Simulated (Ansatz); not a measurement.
```yaml
crystal:
  periodic: [false, false, false]
  atoms:
    - {symbol: Ge, position_ang: [1.014663, 0.306816, 0.555272]}
    - {symbol: Ge, position_ang: [-1.179213, -1.397156, -1.724004]}
    - {symbol: Te, position_ang: [0.714729, 2.066334, 2.309146]}
    - {symbol: Te, position_ang: [-0.589811, -1.883666, 0.776122]}
    - {symbol: Te, position_ang: [0.039621, 0.907662, -1.916536]}
basis:
  gaussian: {orbitals: def2-TZVPD, initial_orbitals: start.molden}
total_charge: -1
magnetization: {spin_polarized: true, initial_magnetization: 1}
hamiltonian: {xc: hse06, dispersion: d4}
scf: {omitted_lower_state_checks: [starts]}
output: {orbitals: {seedname: orbitals}}
```

The file start.molden holds the orbitals of an earlier run on this structure, at another level or in another basis.

```sh
$ ansatz run in.yaml --threads 4 --pin off --events-out ev --progress --plain --max-ram 4787MiB
```

Task: Does this run fit into the memory that it is given?

Result: No. It has 285 basis functions, and Ansatz plans for 4.76 GiB where 4.67 GiB are given.
